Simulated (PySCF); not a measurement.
## Whose spectrum? (phenacene)

All values: TDA PBE0/6-31G*, gas phase, PySCF SCF with an in-house response code, fitting set def2-universal-JFIT up to Ne and JKFIT beyond, grid level 1 (kernel 0), vertical, one conformer each, geometries GFN2-xTB; core orbitals frozen in the response, virtual orbitals above 1.5 Eh left out. The lowest 6 singlets were sought, and the brightest is taken among them. The runs took 0.5 to 20 CPU minutes each on shared server CPUs.

One system has its HOMO at -5.75 eV, its LUMO at -1.16 eV and these singlet states:

```tsv
state	eV	f
S1	3.76	0.004
S2	4.00	0.178
S3	4.49	0.001
S4	4.51	0.001
S5	4.67	0.131
S6	4.69	0.955
```

Task: Which is it?
A. c1ccc2c(c1)ccc1c3ccccc3ccc21 (C18H12)
B. c1ccc2c(c1)ccc1c2ccc2c3ccccc3ccc21 (C22H14)
C. c1ccc2c(c1)ccc1c2ccc2c1ccc1c3ccc4c5ccccc5ccc4c3ccc21 (C34H20)
D. c1ccc2c(c1)ccc1c2ccc2c1ccc1c2ccc2c3ccc4c5ccccc5ccc4c3ccc21 (C38H22)

Result: B.

Task: How do the candidates compare?

Result: 
```json
{"system": "c1ccc2c(c1)ccc1c2ccc2c1ccc1c2ccc2c3ccc4c5ccccc5ccc4c3ccc21", "HOMO / eV": "-5.61", "LUMO / eV": "-1.35", "S1 / eV": "3.49", "f(S1)": "0.010", "brightest state sought / eV": "4.12"}
{"system": "c1ccc2c(c1)ccc1c2ccc2c1ccc1c3ccc4c5ccccc5ccc4c3ccc21", "HOMO / eV": "-5.62", "LUMO / eV": "-1.36", "S1 / eV": "3.54", "f(S1)": "0.011", "brightest state sought / eV": "4.26"}
{"system": "c1ccc2c(c1)ccc1c2ccc2c3ccccc3ccc21", "HOMO / eV": "-5.75", "LUMO / eV": "-1.16", "S1 / eV": "3.76", "f(S1)": "0.004", "brightest state sought / eV": "4.69"}
{"system": "c1ccc2c(c1)ccc1c3ccccc3ccc21", "HOMO / eV": "-5.77", "LUMO / eV": "-1.16", "S1 / eV": "3.97", "f(S1)": "0.008", "brightest state sought / eV": "5.16"}
```
